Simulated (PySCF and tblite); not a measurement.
Values are calculated unless marked as measured or tabulated.
C₉H₁₂O, numbered as in [CH3:1][C:2](=[O:3])[C@@H:4]1[CH2:5][C@H:6]2[CH:7]=[CH:8][C@@H:9]1[CH2:10]2.

The ensemble was built from 60 distance-geometry starts (ETKDG and KDG, MMFF94s, GFN2-xTB) and rests on GFN2-xTB geometries. Free energies are PBE0-D3(BJ)/pcSseg-1 (IEF-PCM, acetonitrile) single points with GFN2-xTB rigid-rotor and vibrational terms (modes under about 100 cm⁻¹ blended into free rotors). Symmetry numbers and mirror images are counted. Conformers within 3 kcal/mol (GFN2-xTB free energy) were kept, 8 at most. GIAO shieldings: PBE0/pcSseg-1 (IEF-PCM, acetonitrile). Shifts are against TMS (¹H), TMS (¹³C) at the same level; of two unlike H on one atom, a is the less shielded. Programs: PySCF with density fitting and tblite.

Torsions listed: O3–C2–C4–C5. The 5-ring runs over atoms 4–5–6–10–9. The 5-ring runs over atoms 6–7–8–9–10.

```json
{"conformer": "1", "shape": "5-ring envelope (ring torsions 38, -59, 58, -36, -2°); 5-ring envelope (ring torsions 0, 33, -50, 50, -33°); 24°", "symmetry": "C1", "E(GFN2) kcal/mol": "0.00", "E(DFT) kcal/mol": "0.00"}
{"conformer": "2", "shape": "5-ring envelope (ring torsions 38, -58, 57, -35, -2°); 5-ring envelope (ring torsions 0, 34, -50, 50, -33°); 95°", "symmetry": "C1", "E(GFN2) kcal/mol": "0.95", "E(DFT) kcal/mol": "0.51"}
```

**Question.** How much do the weights at 298.15 K and the averaged shift of H5a depend on how the conformers are weighted?

**Answer.** 
| weighting | 1 (%) | 2 (%) | δ (ppm) | rms dipole (D) |
| --- | --- | --- | --- | --- |
| DFT energy with thermal terms, symmetry and mirror images (full scheme) | 64 | 36 | 1.91 | 3.58 |
| DFT energy with symmetry and mirror images | 70 | 30 | 1.96 | 3.56 |
| bare DFT energy | 70 | 30 | 1.96 | 3.56 |
| GFN2-xTB energy with symmetry and mirror images | 83 | 17 | 2.05 | 3.53 |
| GFN2-xTB free energy | 79 | 21 | 2.02 | 3.54 |
| leading conformer alone | 100 | 0 | 2.17 | 3.48 |
| equal weights | 50 | 50 | 1.81 | 3.62 |

The largest departure from the full scheme, 0.25 ppm, comes with: leading conformer alone.
